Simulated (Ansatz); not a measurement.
Zn(SH)(OSiH3) (H4OSSiZn), SMILES [SiH3][O][Zn][SH].

Geometry optimised at PBE-D3(BJ)/def2-SVP. The values are those of a single conformer.

Two levels are set side by side: PBE/def2-SVPD (Ansatz, an electronic-structure program) and PBE0/def2-SVPD (Ansatz). Energy differences of separate SCF runs at the same geometry; the states with an electron removed or added have multiplicity 2 and 2. Differences are taken from unrounded values.

```json
[
 {"quantity": "vertical ionisation energy (eV)", "PBE0": "9.77"},
 {"quantity": "vertical singlet–triplet gap (eV)", "PBE0": "4.79"}
]
```

Q: What does PBE give, and how far is it from PBE0? (Estimate from the structure and the level; the computed values follow.)

A: 
```tsv
quantity	PBE	PBE minus PBE0
vertical ionisation energy (eV)	9.31	-0.46
vertical singlet–triplet gap (eV)	4.32	-0.47
```
